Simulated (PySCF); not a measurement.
**Potential energy of ZnSi along the bond**

Set-up: basis Zn 6-31G(d,p), Si 6-31G(d,p); no relativity; PySCF 2.14. Energies in eV from Zn + Si in their ground configurations at the same level. State: ³Σ⁻ (triplet), unpaired electrons π ↑↑.

```
R (Å)  ROHF-CCSD
2.086    -0.2807
2.179    -0.4978
2.248    -0.5905
2.318    -0.6390
2.388    -0.6550
2.480    -0.6412
2.596    -0.5903
2.735    -0.5083
```

Q: Put a parabola through the three lowest points of the ROHF-CCSD curve and estimate Re, k and ωe (reduced mass 19.46 u; 1 eV/Å² = 0.16022 mdyn/Å; ωe = 1302.8·√(k/μ) cm⁻¹).

A: Through R = 2.318, 2.388, 2.48 Å the second-order coefficient is 2.34 eV/Å², so Re ≈ 2.402 Å, k ≈ 0.749 mdyn/Å and ωe ≈ 256 cm⁻¹. A polynomial fit of higher order to the unrounded ROHF-CCSD energies gives Re = 2.396 Å, k = 0.734 mdyn/Å, ωe = 253 cm⁻¹; anharmonicity and rounding make the difference.

The higher-order fit for each curve: ROHF-CCSD: Re = 2.396 Å, ωe = 253 cm⁻¹, De = 0.66 eV.

Correlated steps freeze 10 core orbitals. Correlated levels converge slowly with the basis: in double zeta they bind strong bonds too weakly, by up to about 1 eV, and carry superposition errors of some tenths. The state was picked by a PBE0 search and need not be the measured ground state.
